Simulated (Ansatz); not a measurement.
Reaction (formal exchange of groups at the Si–Ge bond): `O[SiH2][GeH3]` + `NCOCO` → `OCO[SiH2]O` + `N[CH2][GeH3]`

Gas-phase electronic energies from Ansatz, PBE0-D4/def2-TZVP geometries. CBS: MP2 limit from def2 TZ/QZ plus the TZ coupled-cluster correction, frozen cores. Functionals use def2-TZVPP. For Ge outer-core shells are correlated without core-valence functions, which leaves a few kJ/mol of doubt a bond. Scalar relativity is left out up to krypton. Each species was taken in one conformer, which may not be the lowest.

`O[SiH2][GeH3]`:

Z-matrix (Å, degrees):
```
Si
Ge 1 2.375
O 1 1.653 2 106.7
H 1 1.492 2 110.4 3 121.0
H 1 1.492 2 110.4 3 -121.0
H 2 1.539 1 109.5 3 -180.0
H 2 1.537 1 111.1 3 60.5
H 2 1.537 1 111.1 3 -60.5
H 3 0.958 1 117.7 2 179.9
```

`NCOCO`:

```xyz
12

N    -1.476   -0.681    0.217
C    -0.771    0.499    0.649
O     0.619    0.311    0.630
C     1.156    0.229   -0.670
O     2.419   -0.332   -0.609
H    -1.605   -1.343    0.969
H    -2.375   -0.464   -0.189
H    -0.990    0.798    1.679
H    -1.060    1.329   -0.012
H     1.286    1.237   -1.086
H     0.472   -0.353   -1.301
H     2.325   -1.229   -0.275
```

`OCO[SiH2]O`:

Z-matrix (Å, degrees):
```
C
O 1 1.396
O 1 1.400 2 112.3
H 1 1.095 2 111.0 3 117.7
H 1 1.095 2 107.0 3 -122.6
Si 2 1.652 1 121.0 3 -61.7
H 3 0.962 1 108.1 2 -67.2
O 6 1.638 2 113.5 1 73.7
H 6 1.474 2 106.5 1 -169.6
H 6 1.489 2 106.9 1 -48.3
H 8 0.960 6 115.4 2 -61.2
```

`N[CH2][GeH3]`:

Cartesian coordinates in Å:
```
N 0.330 -0.098 1.497
C 0.088 -0.713 0.201
Ge -0.470 0.656 -1.094
H 1.103 0.553 1.451
H 0.569 -0.794 2.192
H 0.937 -1.272 -0.218
H -0.742 -1.419 0.292
H 0.578 1.787 -1.109
H -1.833 1.249 -0.703
H -0.560 0.052 -2.508
```

CCSD(T)/CBS gives -34.5 kcal/mol.

Another level gave -30.2 kcal/mol. Which?
A. ωB97M-V/def2-TZVPP
B. PBE-D4/def2-TZVPP
C. r2SCAN-D4/def2-TZVPP
D. PBE0-D4/def2-TZVPP

D. PBE0-D4 -30.2, PBE-D4 -28.9, ωB97M-V -33.9, r2SCAN-D4 -32.2 kcal/mol.

Largest T1 diagnostic among the species: 0.012.

From PBE to PBE0 (25 % exact exchange), in def2-TZVPP and without D4, ΔE moves by −1.4 kcal/mol. The D4 term adds −0.8 kcal/mol with B3LYP and −0.4 kcal/mol with PBE0; it sums over pairs of atoms, weighted by their polarisabilities, and B3LYP, whose exchange is more repulsive, gets the larger term.

B3LYP here is the variant with VWN-RPA as its local correlation; programs differ in this.
